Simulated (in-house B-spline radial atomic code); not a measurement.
RPA and G0W0 on BLYP: Pd⁵⁺

Configuration [Kr] 4d5, highest spin, mean-field start BLYP. Computed with an all-electron radial atomic-structure program (B-spline basis): all electrons, scalar-relativistic (spin-free one-electron X2C), finite nucleus, each spin shell either full or empty, empty states to l = 9 with an (l + 1/2)⁻⁴ tail; G0W0 by contour deformation at full frequency.

Command:
```bash
python run_gw.py task.json out
```
Settings (radii: box in bohr, nucleus in fm):
```
Z                        46
electrons                41
configuration            [Kr] 4d5
hamiltonian              x2c
method                   b88,lyp
lmax                     9
rms_radius               4.5318
spin_polarised           True
box_radius               10.43
intervals                67
```

Time taken, with all properties: 6.2 s on 1 thread of Arm Neoverse N1 (shared host).

Energies (hartree):

```tsv
term	value
mean-field total	-5039.17918
Hartree-Fock functional on these orbitals	-5036.81089
direct second order	-3.5313
second-order exchange	1.0165
SOSEX correction	0.95373
```

Q: What is the RPA correlation energy, and what remains with SOSEX?

A: RPA gives -3.1512 hartree (-2.09 eV per electron); RPA + SOSEX gives -2.1975, and the second-order doubles -2.5147 hartree (no singles). RPA lacks exchange-type terms and so overcorrelates at short range.

Quasi-particle levels (eV):

| level | occupied | mean field | Σx - vxc | Σc | QP weight | G0W0 |
| --- | --- | --- | --- | --- | --- | --- |
| 4d up | yes | -75.58 | -9.43 | ? | ? | ? |
| 4p down | yes | -122.91 | -10.09 | 0.06 | 0.939 | -132.94 |
| 4d down | no | -71.14 | 11.43 | -4.00 | 0.955 | -63.71 |

G0W0 = mean field + (Σx - vxc) + Σc, with Σc (partial-wave tail included) taken at the quasi-particle energy. Only the outer levels were computed. Levels of low weight are left out.

Q: Where does G0W0 put 4d up?

A: At -85.01 eV, with Σc = -0.01 eV and a quasi-particle weight of 0.954. The tabulated removal energy is 84.1 ± 2 eV (NIST, tabulated theory); the calculation leaves out spin-orbit coupling, Breit and QED terms, and what these don't explain is the method's own error.
